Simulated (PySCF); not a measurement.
## Gas-phase thermal properties of NbF5

Computed with PySCF (xtb for GFN2) and rigid-rotor harmonic-oscillator thermochemistry at 1 bar. All species are closed-shell singlets. Nb: scalar-relativistic def2 core potential, no spin-orbit coupling. The harmonic model lacks anharmonicity and excited electronic states, which grow with temperature; levels with a mode under 35 cm⁻¹ are left out. Soft modes under 120 cm⁻¹ make the harmonic entropy rough for NbF5.

| level | point group | σ | ZPE (kJ/mol) | S°298 (J/mol/K) | Cp298 (J/mol/K) | S°1000 (J/mol/K) | H1000 − H298 (kJ/mol) |
|---|---|---|---|---|---|---|---|
| GFN2-xTB | D3h | 6 | 22.7 | 356.5 | 113.8 | 507.8 | 88.8 |
| PBE/def2-SVP | D3h | 6 | 29.4 | 348.2 | 104.0 | 493.2 | 85.7 |
| PBE0/def2-TZVP | D3h | 6 | 30.2 | 345.9 | 103.1 | 490.2 | 85.4 |
σ: rotational symmetry number. Electronic degeneracy used: 1. Frequencies are unscaled.
